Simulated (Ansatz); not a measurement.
CuNOH₄⁻, that is Cu(NH3)(OH) with one electron more. Total charge -1; doublet. Geometry r2SCAN-D4/def2-TZVP, that of the neutral singlet; atoms count from 1.

Cartesian coordinates in Å:
```
Cu -0.434 -0.510 0.178
N 0.715 0.839 -0.530
H 0.769 0.773 -1.544
H 1.662 0.755 -0.169
H 0.383 1.774 -0.304
O -1.531 -1.797 0.704
H -1.565 -1.835 1.666
```

The highest occupied level of the charge -1 doublet lies above zero (up to 1.52 eV). By energy differences it is unbound by 0.26 eV (vertical, to the charge 0 singlet, at PBE0-D4/def2-TZVPD) and held by the finite basis.

Problem. Estimate the Mulliken populations from the PBE0/def2-TZVPD orbitals of Ansatz.

Solution. 
```tsv
atom	charge (e)	spin (α − β)	d electrons
Cu1	-1.45	1.44	9.70
N2	-0.77	0.48	–
H3	0.54	-0.27	–
H4	0.56	-0.28	–
H5	0.56	-0.28	–
O6	-0.70	-0.05	–
H7	0.27	-0.05	–
```
Mulliken values and Mayer orders depend strongly on the basis. With diffuse functions, as here, like atoms can get unlike values, and bond orders can come out too low or too high.

Problem. Where does the spin sit?

Solution. Summed by element: Cu 1.44, N 0.48, H -0.87, O -0.05, of 1 unpaired in all. Largest on single atoms: Cu1 1.44, N2 0.48, H4 -0.28.

Problem. And the Mayer bond orders between bonded heavy atoms (over 0.3)?

Solution. Cu1–N2 1.39 (1.91 Å).
